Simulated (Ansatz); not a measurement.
BBrF2, SMILES `FB(F)Br`. Charge 0, multiplicity 1. The structure was optimised at the PBE0-D4/def2-TZVP level.

```xyz
4

F     0.270   -0.017    1.361
B    -0.095   -0.032    0.104
F    -1.332   -0.337   -0.198
Br    1.156    0.386   -1.267
```

**Question.** What is the dipole moment at PBE/def2-TZVPP? (Best estimate.)

**Answer.** Computed: 0.23 D, with components (0.15, 0.05, -0.16) D in this frame, pointing from negative to positive charge.

**Question.** And with r2SCAN, B3LYP, ωB97M-V? (An estimate is asked.)

**Answer.** Computed: r2SCAN 0.20 D, B3LYP 0.29 D, ωB97M-V 0.22 D.

**Question.** Give the Mulliken charges with PBE, r2SCAN, ωB97M-V in def2-TZVPP. (Estimate.)

**Answer.** The calculation gave: 
| atom | PBE | r2SCAN | ωB97M-V |
| --- | --- | --- | --- |
| F1 | -0.17 | -0.22 | -0.20 |
| B2 | 0.40 | 0.51 | 0.46 |
| F3 | -0.17 | -0.22 | -0.20 |
| Br4 | -0.07 | -0.06 | -0.05 |

B3LYP here is the variant with VWN-RPA as its local correlation; programs differ in this.
